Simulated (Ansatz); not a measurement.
Input for Ansatz (a first-principles code): R-CCSD(T)/def2-TZVPPD on stibine (SMILES [SbH3]) with ghost functions, monomers drawn apart or pushed together. Elements past Kr take the def2 small-core potentials; no spin–orbit coupling. Files ending in .json are basis or fitting sets from the Basis Set Exchange. The run froze 9 orbitals, filled d shells among them.

Ansatz 0.2 input:
```yaml
crystal:
  periodic: [false, false, false]
  atoms:
    - {symbol: Sb, position_ang: [-0.78730413, 0.03410636, 5.59217819]}
    - {symbol: H, position_ang: [-0.38094808, 1.63894520, 5.15269396]}
    - {symbol: H, position_ang: [-1.42594636, 0.56441685, 7.09547069]}
    - {symbol: H, position_ang: [-2.32257146, 0.16842162, 4.84528349]}
basis:
  gaussian:
    orbitals: def2-TZVPPD.json
    ghost_atoms:
      - {symbol: Sb, position_ang: [0.34508430, -0.32204885, -0.42015014]}
      - {symbol: H, position_ang: [1.60686462, -0.27148723, 0.73822168]}
      - {symbol: H, position_ang: [-0.44804208, -1.56964885, 0.44635451]}
      - {symbol: H, position_ang: [-0.53277616, 0.87792945, 0.43116920]}
magnetization: {spin_polarized: false}
correlation: {method: ccsd_t, electrons: outside_noble_gas}
scf: {lower_state_search: off}
```

Question: What total energy does the run end on?

Answer: -241.1545 hartree (reference determinant -240.9804, T1 diagnostic 0.014).

Question: How many basis functions does it have, and what does it roughly cost on one machine?

Answer: 214 functions; about 100 core-seconds (a rough figure).
